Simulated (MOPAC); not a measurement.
Input for MOPAC: PM7 on C5H5 (SMILES C1=C[CH+]C=C1), 2S+1 = 3, a spin state set in the input, which need not be the lowest. Charge +1.

```
PM7 1SCF PRECISE CHARGE=1 UHF MS=1 THREADS=1
C5H5

C     -0.48953557 1    -1.08521547 1     0.20640384 1
C     -1.19922203 1     0.10561224 1    -0.10321249 1
C     -0.25162440 1     1.15048743 1    -0.27019267 1
C      1.04370960 1     0.60542809 1    -0.06377577 1
C      0.89667241 1    -0.77631229 1     0.23077708 1
H     -0.92708670 1    -2.05519044 1     0.39088938 1
H     -2.27109705 1     0.20000938 1    -0.19546470 1
H     -0.47652847 1     2.17880304 1    -0.51169321 1
H      1.97658626 1     1.14656495 1    -0.12077910 1
H      1.69812596 1    -1.47018693 1     0.43704762 1
```

Output:

```
*******************************************************************************
 **                                                                           **
 **                              MOPAC v23.2.5                                **
 **                                                                           **
 *******************************************************************************
 ** MOPAC's Digital Object Identifier: https://doi.org/10.5281/zenodo.6511958 **
 **                                                                           **
 ** Please cite the open-source release paper for use of this MOPAC version:  **
 ** J. E. Moussa and J. J. P. Stewart (2026)                                  **
 ** MOPAC: An open-source semiempirical molecular orbital program             **
 ** J. Open Source Softw., 11(119), 8025, https://doi.org/10.21105/joss.08025 **
 *******************************************************************************

                              PM7 CALCULATION RESULTS

 *******************************************************************************
 *  PM7        - The PM7 Hamiltonian to be used
 *  UHF        - UNRESTRICTED HARTREE-FOCK CALCULATION
 *
 *
 *
 *                 CHARGE ON SYSTEM = +1
 *
 *
 *
 *  MS=        - IN MECI, MAGNETIC COMPONENT OF SPIN =  1.0
 *  PRECISE    - TIGHTER CRITERIA TO BE USED
 *  1SCF       - DO 1 SCF AND THEN STOP
 *  THREADS=1  - MULTI-THREADING NOT USED
 *  T=         - A TIME OF 172800.0 SECONDS REQUESTED
 *  DUMP=N     - RESTART FILE WRITTEN EVERY 7200.0 SECONDS REQUESTED
 *******************************************************************************
PM7 1SCF PRECISE CHARGE=1 UHF MS=1 THREADS=1
 C5H5

   ATOM   CHEMICAL          X               Y               Z
  NUMBER   SYMBOL      (ANGSTROMS)     (ANGSTROMS)     (ANGSTROMS)

     1       C         -0.48953557  *  -1.08521547  *   0.20640384  *
     2       C         -1.19922203  *   0.10561224  *  -0.10321249  *
     3       C         -0.25162440  *   1.15048743  *  -0.27019267  *
     4       C          1.04370960  *   0.60542809  *  -0.06377577  *
     5       C          0.89667241  *  -0.77631229  *   0.23077708  *
     6       H         -0.92708670  *  -2.05519044  *   0.39088938  *
     7       H         -2.27109705  *   0.20000938  *  -0.19546470  *
     8       H         -0.47652847  *   2.17880304  *  -0.51169321  *
     9       H          1.97658626  *   1.14656495  *  -0.12077910  *
    10       H          1.69812596  *  -1.47018693  *   0.43704762  *



          CARTESIAN COORDINATES

    NO.       ATOM           X           Y           Z

     1         C         -0.4895     -1.0852      0.2064
     2         C         -1.1992      0.1056     -0.1032
     3         C         -0.2516      1.1505     -0.2702
     4         C          1.0437      0.6054     -0.0638
     5         C          0.8967     -0.7763      0.2308
     6         H         -0.9271     -2.0552      0.3909
     7         H         -2.2711      0.2000     -0.1955
     8         H         -0.4765      2.1788     -0.5117
     9         H          1.9766      1.1466     -0.1208
    10         H          1.6981     -1.4702      0.4370

 General Reference for PM7:
 "Optimization of Parameters for Semiempirical Methods VI: More Modifications to the
 NDDO Approximations and Re-optimization of Parameters", J. J. P. Stewart, J. Mol. Mod., 1:32, 19 (2013)
 https://link.springer.com/article/10.1007/s00894-012-1667-x

           Empirical Formula: C5 H5  =    10 atoms



      MOLECULAR POINT GROUP   :   D5h


          UHF CALCULATION, NO. OF ALPHA ELECTRONS =   13
                           NO. OF BETA  ELECTRONS =   11

 -------------------------------------------------------------------------------
 PM7 1SCF PRECISE CHARGE=1 UHF MS=1 THREADS=1
 C5H5



     1SCF WAS SPECIFIED, SO BFGS WAS NOT USED
     SCF FIELD WAS ACHIEVED


                              PM7 CALCULATION
                                                       MOPAC v23.2.5 Linux




          FINAL HEAT OF FORMATION =        265.77342 KCAL/MOL =    1111.99598 KJ/MOL


          COSMO AREA              =        106.29 SQUARE ANGSTROMS
          COSMO VOLUME            =         92.77 CUBIC ANGSTROMS

          IONIZATION POTENTIAL    =         15.976913 EV
          ALPHA SOMO LUMO (EV)    =        -15.977 -5.794
          BETA  SOMO LUMO (EV)    =        -17.795 -8.421
          NO. OF ALPHA ELECTRONS  =         13
          NO. OF BETA  ELECTRONS  =         11
          MOLECULAR WEIGHT        =         65.0945         POINT GROUP:  D5h

          MOLECULAR DIMENSIONS (Angstroms)

            Atom       Atom       Distance
            H     9    H     7     4.35251
            H    10    H     8     4.13948
            C     5    C     2     0.00000


          SCF CALCULATIONS        =          1





   ATOM   CHEMICAL          X               Y               Z
  NUMBER   SYMBOL      (ANGSTROMS)     (ANGSTROMS)     (ANGSTROMS)

     1       C         -0.48953557  *  -1.08521547  *   0.20640384  *
     2       C         -1.19922203  *   0.10561224  *  -0.10321249  *
     3       C         -0.25162440  *   1.15048743  *  -0.27019267  *
     4       C          1.04370960  *   0.60542809  *  -0.06377577  *
     5       C          0.89667241  *  -0.77631229  *   0.23077708  *
     6       H         -0.92708670  *  -2.05519044  *   0.39088938  *
     7       H         -2.27109705  *   0.20000938  *  -0.19546470  *
     8       H         -0.47652847  *   2.17880304  *  -0.51169321  *
     9       H          1.97658626  *   1.14656495  *  -0.12077910  *
    10       H          1.69812596  *  -1.47018693  *   0.43704762  *

                             CARTESIAN COORDINATES

   1    C       -0.489535570    -1.085215470     0.206403840
   2    C       -1.199222030     0.105612240    -0.103212490
   3    C       -0.251624400     1.150487430    -0.270192670
   4    C        1.043709600     0.605428090    -0.063775770
   5    C        0.896672410    -0.776312290     0.230777080
   6    H       -0.927086700    -2.055190440     0.390889380
   7    H       -2.271097050     0.200009380    -0.195464700
   8    H       -0.476528470     2.178803040    -0.511693210
   9    H        1.976586260     1.146564950    -0.120779100
  10    H        1.698125960    -1.470186930     0.437047620


           Empirical Formula: C5 H5  =    10 atoms



      MOLECULAR POINT GROUP   :   D5h


          ALPHA EIGENVALUES
 -38.03850 -30.85388 -30.85388 -25.09424 -25.09424 -23.86363 -20.30251 -19.76467
 -19.76467 -19.48144 -19.48144 -15.97691 -15.97691  -5.79366  -5.79366  -2.53343
  -2.53343  -1.97121  -1.58616  -1.58616  -0.21857   0.07953   0.07953   0.13539
   0.13539


           BETA EIGENVALUES
 -37.75570 -30.52364 -30.52364 -24.88471 -24.88471 -23.72184 -19.58706 -19.58706
 -19.30035 -19.30035 -17.79531  -8.42140  -8.42140  -4.13115  -4.13115  -2.31192
  -2.31192  -1.77595  -1.40388  -1.40388  -0.14120   0.18339   0.18339   0.21204
   0.21204


              NET ATOMIC CHARGES AND DIPOLE CONTRIBUTIONS

  ATOM NO.   TYPE          CHARGE      No. of ELECS.   s-Pop       p-Pop
    1          C          -0.016428        4.0164     1.13745     2.87898
    2          C          -0.016428        4.0164     1.13745     2.87898
    3          C          -0.016428        4.0164     1.13745     2.87898
    4          C          -0.016428        4.0164     1.13745     2.87898
    5          C          -0.016428        4.0164     1.13745     2.87898
    6          H           0.216428        0.7836     0.78357
    7          H           0.216428        0.7836     0.78357
    8          H           0.216428        0.7836     0.78357
    9          H           0.216428        0.7836     0.78357
   10          H           0.216428        0.7836     0.78357
 DIPOLE           X         Y         Z       TOTAL
 POINT-CHG.    -0.000     0.000    -0.000     0.000
 HYBRID        -0.000     0.000    -0.000     0.000
 SUM           -0.000     0.000    -0.000     0.000


          ATOMIC ORBITAL ELECTRON POPULATIONS

     Atom    s        px        py        pz
    1  C   1.13745   0.99236   1.07402   0.81260
    2  C   1.13745   1.10580   0.96360   0.80958
    3  C   1.13745   0.97567   1.08783   0.81548
    4  C   1.13745   1.07278   0.99724   0.80896
    5  C   1.13745   1.04578   1.01959   0.81361
    6  H   0.78357
    7  H   0.78357
    8  H   0.78357
    9  H   0.78357
   10  H   0.78357


                    (SZ)    =    1.000000
                    (S**2)  =    2.000770


          ATOMIC ORBITAL SPIN POPULATIONS

    Atom   Total    s     px     py     pz
         Atomic
    1  C  0.4117  0.006  0.001  0.024  0.380
    2  C  0.4117  0.006  0.009  0.017  0.380
    3  C  0.4117  0.006  0.000  0.025  0.380
    4  C  0.4117  0.006  0.007  0.019  0.380
    5  C  0.4117  0.006  0.005  0.021  0.380
    6  H -0.0117 -0.012
    7  H -0.0117 -0.012
    8  H -0.0117 -0.012
    9  H -0.0117 -0.012
   10  H -0.0117 -0.012

 **********************
 *                    *
 * JOB ENDED NORMALLY *
 *                    *
 **********************




 == MOPAC DONE ==
```

The run finished.

Cost: very roughly 0.03 core-seconds.
